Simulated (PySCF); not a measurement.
## Calculated data, B2H4NO, BH6OSi, BH5NSi, BH4OSi and others

Computed with PySCF 2.14.0. Calculation on a computer-drawn molecule: the log of a Hartree-Fock and frozen-core CCSD(T) single point meant for a local Hartree-Fock minimum, with one planted fault or none, to be diagnosed. Offsets are logged minus clean, where the clean run is the same molecule without the fault. The reference is restricted for singlets and unrestricted otherwise, and also for a bond in bohr or an excited solution. Adding or removing an electron swaps singlet and doublet. The excited solution moves the top pair (singlet) or top alpha electron (doublet) to the lowest empty orbital. Highest occupied and lowest empty are orbital energies over both spins, largest force is the largest gradient component, triples share is (T) over the correlation energy, the T1 limit is 0.02 restricted and 0.045 unrestricted, electrons count all cores, a negative frequency is imaginary (commonest isotopes), and the dipole is about the centre of nuclear charge.

Common to all runs: logged SCF converged yes; possible faults no fault, one electron removed, one electron added, multiplicity raised by two, geometry at a saddle point, SCF held on an excited solution, minimal basis STO-3G, one bond length entered in bohr, all coordinates scaled.

(1) B2H4NO

Logged structure:
```xyz
8
B2H4NO
B      1.4810    -2.1427    -2.5324
N      2.2462    -2.5693    -1.1929
B      1.8248    -3.4316    -0.2376
O      1.4714    -4.2039     0.6401
H      1.2855    -0.9150    -2.5267
H      0.4031    -2.7470    -2.5619
H      2.1717    -2.4468    -3.5203
H      3.1421    -2.1539    -1.0429
```

* meant charge: -1
* meant multiplicity: 1
* meant basis: aug-cc-pVDZ
* logged electrons: 30
* logged basis functions: 128
* logged spin squared: 0
* logged highest occupied: -4.9376 eV
* logged lowest empty: 3.7998 eV
* logged largest force: 3.214e-05 hartree/bohr
* logged lowest frequency: 95.822 cm⁻¹
* logged T1 diagnostic: 0.01537
* logged D1 diagnostic: 0.042185
* logged triples share: 0.03391
* logged CC converged: yes
* logged dipole magnitude: 3.6775 debye
* logged SCF stable within its kind: yes
* logged energy HF: -181.14661 hartree
* logged energy CCSD(T): -181.76737 hartree
* planted fault: no fault
* HF energy offset from clean run: 0 kcal/mol
* CCSD(T) energy offset from clean run: 0 kcal/mol

Drawn bonds:
```tsv
atom	other atom	order
1	2	1
2	3	1
3	4	2
1	5	1
1	6	1
1	7	1
2	8	1
```

(2) B2H4NO

Logged structure:
```xyz
8
B2H4NO
B      1.4810    -2.1427    -2.5324
N      2.2462    -2.5693    -1.1929
B      1.8248    -3.4316    -0.2376
O      1.4714    -4.2039     0.6401
H      1.2855    -0.9150    -2.5267
H     -0.5559    -3.2847    -2.5882
H      2.1717    -2.4468    -3.5203
H      3.1421    -2.1539    -1.0429
```

* meant charge: -1
* meant multiplicity: 1
* meant basis: aug-cc-pVDZ
* logged electrons: 30
* logged basis functions: 128
* logged spin squared: 0.1904
* logged highest occupied: -3.0077 eV
* logged lowest empty: 3.603 eV
* logged largest force: 0.03059 hartree/bohr
* logged T1 diagnostic: 0.038862
* logged D1 diagnostic: 0.21048
* logged triples share: 0.036387
* logged CC converged: yes
* logged dipole magnitude: 7.165 debye
* logged SCF stable within its kind: yes
* logged energy HF: -181.0488 hartree
* logged energy CCSD(T): -181.67366 hartree
* planted fault: one bond length entered in bohr, row 5 of the drawn bonds
* HF energy offset from clean run: 61.38 kcal/mol
* CCSD(T) energy offset from clean run: 58.8 kcal/mol

Drawn bonds:
```tsv
atom	other atom	order
1	2	1
2	3	1
3	4	2
1	5	1
1	6	1
1	7	1
2	8	1
```

(3) BH6OSi

Logged structure:
```xyz
9
BH6OSi
B     -1.8243    -1.1908    -2.5105
Si    -1.8140     0.8228    -2.2693
O     -0.2318     1.4797    -2.2813
H     -2.9881    -1.6132    -2.4946
H     -1.2845    -1.4472    -3.5993
H     -1.1690    -1.6904    -1.5812
H     -2.5423     1.6462    -3.3070
H     -2.4090     1.3694    -0.9917
H      0.4074     0.7987    -2.4028
```

- meant charge: -1
- meant multiplicity: 1
- meant basis: aug-cc-pV(D+d)Z
- logged electrons: 34
- logged basis functions: 132
- logged spin squared: 0
- logged highest occupied: 0.97102 eV
- logged lowest empty: -3.3574 eV
- logged largest force: 0.20563 hartree/bohr
- logged CC converged: no
- logged dipole magnitude: 5.4208 debye
- logged SCF stable within its kind: no
- logged energy HF: -391.5331 hartree
- planted fault: SCF held on an excited solution
- HF energy offset from clean run: 311.8 kcal/mol

Drawn bonds:
```tsv
atom	other atom	order
1	2	1
2	3	1
1	4	1
1	5	1
1	6	1
2	7	1
2	8	1
3	9	1
```

Notes: CCSD not converged; highest electron not bound in this basis.

(4) BH5NSi

Logged structure:
```xyz
8
BH5NSi
B      0.4986     2.8734    -0.2226
Si     1.9549     1.4950     0.0279
N      2.8990     0.6635    -0.9943
H      0.0960     3.3434    -2.4535
H     -0.4915     2.3954     0.3457
H      0.8903     3.8654     0.4056
H      2.2302     1.1626     1.4917
H      3.5546     0.0284    -0.5721
```

- meant charge: -1
- meant multiplicity: 1
- meant basis: aug-cc-pV(D+d)Z
- logged electrons: 32
- logged basis functions: 123
- logged spin squared: 0.4042
- logged highest occupied: -3.1983 eV
- logged lowest empty: 3.7987 eV
- logged largest force: 0.029093 hartree/bohr
- logged T1 diagnostic: 0.056191
- logged D1 diagnostic: 0.25134
- logged triples share: 0.04243
- logged CC converged: yes
- logged dipole magnitude: 6.4287 debye
- logged SCF stable within its kind: yes
- logged energy HF: -370.86732 hartree
- logged energy CCSD(T): -371.33976 hartree
- planted fault: one bond length entered in bohr, row 3 of the drawn bonds
- HF energy offset from clean run: 63.77 kcal/mol
- CCSD(T) energy offset from clean run: 61.55 kcal/mol

Drawn bonds:
```tsv
atom	other atom	order
1	2	1
2	3	2
1	4	1
1	5	1
1	6	1
2	7	1
3	8	1
```

Notes: T1 above single-reference limit.

(5) BH4OSi

Logged structure:
```xyz
7
BH4OSi
B     -0.3710     2.0070     1.7471
Si    -0.4398     2.2001    -0.2565
O      0.5712     2.4560    -1.3810
H     -1.1497     2.8792     2.1545
H     -0.8702     0.8928     1.9536
H      0.7541     2.1178     2.2167
H     -1.8587     2.0555    -0.7971
```

- meant charge: -1
- meant multiplicity: 1
- meant basis: aug-cc-pV(D+d)Z
- logged electrons: 32
- logged basis functions: 114
- logged spin squared: 0
- logged highest occupied: -4.7941 eV
- logged lowest empty: 3.8895 eV
- logged largest force: 3.579e-05 hartree/bohr
- logged lowest frequency: 119.42 cm⁻¹
- logged T1 diagnostic: 0.019629
- logged D1 diagnostic: 0.060024
- logged triples share: 0.035663
- logged CC converged: yes
- logged dipole magnitude: 2.0428 debye
- logged SCF stable within its kind: yes
- logged energy HF: -390.84048 hartree
- logged energy CCSD(T): -391.31924 hartree
- planted fault: no fault
- HF energy offset from clean run: 0 kcal/mol
- CCSD(T) energy offset from clean run: 0 kcal/mol

Drawn bonds:
```tsv
atom	other atom	order
1	2	1
2	3	2
1	4	1
1	5	1
1	6	1
2	7	1
```

(6) B2H3

Logged structure:
```xyz
5
B2H3
B     -0.0584    -0.6571     0.6060
B     -0.3229     0.3559     1.8146
H      0.1372    -1.4049    -0.2895
H     -1.4236     0.4655     2.2843
H      0.5774     1.0145     2.2618
```

* meant charge: 0
* meant multiplicity: 2
* meant basis: cc-pVDZ
* logged electrons: 13
* logged basis functions: 43
* logged spin squared: 0.7572
* logged highest occupied: -8.7866 eV
* logged lowest empty: 1.2454 eV
* logged largest force: 3.29e-05 hartree/bohr
* logged lowest frequency: 438.17 cm⁻¹
* logged T1 diagnostic: 0.018745
* logged D1 diagnostic: 0.053918
* logged triples share: 0.024099
* logged CC converged: yes
* logged dipole magnitude: 1.3282 debye
* logged SCF stable within its kind: yes
* logged energy HF: -51.02188 hartree
* logged energy CCSD(T): -51.20694 hartree
* planted fault: no fault
* HF energy offset from clean run: 0 kcal/mol
* CCSD(T) energy offset from clean run: 0 kcal/mol

Drawn bonds:
```tsv
atom	other atom	order
1	2	1
1	3	1
2	4	1
2	5	1
```
